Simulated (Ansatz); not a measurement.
Two structures of SiNH4Cl2F, singlet, reached by relaxing down either side of one saddle point (PBE0-D4/def2-TZVP). Energies are electronic, without zero-point energy. Computed with Ansatz 0.2.0 (basis: def2-TZVPP and def2-QZVPP); correlated methods freeze the cores. Extrapolation: Hartree–Fock as exp(−7.88 √X), correlation as X^−2.97. First:

```xyz
9
angstrom
Si -0.8128 0.4884 -0.4594
N 0.6505 0.2407 0.4228
Cl -0.4498 -0.1186 -2.3616
Cl -1.3978 2.4473 -0.4879
H -1.8938 -0.2950 0.1545
H 0.8485 -1.4790 0.6196
F 0.9116 -2.4134 0.7639
H 0.6466 0.5703 1.3812
H 1.4971 0.5594 -0.0330
```

Second:

Si1  (-0.871, -0.237, -0.260)
N2  (1.035, 0.196, 0.389)
Cl3  (0.047, -0.543, -2.123)
Cl4  (-1.302, 1.733, 0.321)
H5  (-2.240, -0.574, -0.702)
H6  (1.637, -0.610, 0.254)
F7  (-0.745, -1.380, 0.875)
H8  (1.018, 0.434, 1.375)
H9  (1.419, 0.980, -0.129)
(Å)

(1) Which bonds change from the first to the second?

(2) Give the saddle point's structure and its height above each. (To be estimated.)

T1 diagnostic: at most 0.011.

Results:

(1) SiNH₃Cl₂ ([NH2][SiH]([Cl])[Cl]) + HF → SiHCl₂F ([F][SiH]([Cl])[Cl]) + NH₃ (still joined by a long Si–N bond); bonds formed: Si1–F7, N2–H6; bonds broken: H6–F7; bonds weakened to dative contacts: Si1–N2.

(2) By the calculation: 73.3 kJ/mol above the first and 136.3 kJ/mol above the second (CCSD(T) at an estimated basis limit (MP2 extrapolated from triple and quadruple zeta, plus CCSD(T) − MP2 in triple zeta)).
Si1  (-0.697, 0.048, -0.354)
N2  (0.860, 0.245, 0.568)
Cl3  (-0.322, -0.398, -2.302)
Cl4  (-1.294, 2.054, -0.460)
H5  (-1.846, -0.529, 0.342)
H6  (0.825, -0.992, 0.560)
F7  (0.121, -1.846, 0.157)
H8  (0.763, 0.721, 1.458)
H9  (1.591, 0.697, 0.031)
(Å)

Steps of this kind, hydrogen fluoride cutting a network bond, underlie vapour etching and the fluorination step of atomic layer etching.

Labels in which every atom is bracketed show which atoms are joined, not bond orders.

For scale, one of the runs: CCSD(T)/def2-TZVPP, 244 basis functions, launched by `ansatz run in.yaml --threads 8 --pin off --events-out ev --progress --plain --max-ram 19148MiB`. Hardware: 8 CPU threads of an Arm Neoverse V1, shared host. Wall time 85 s; peak host memory 4.7 GiB.
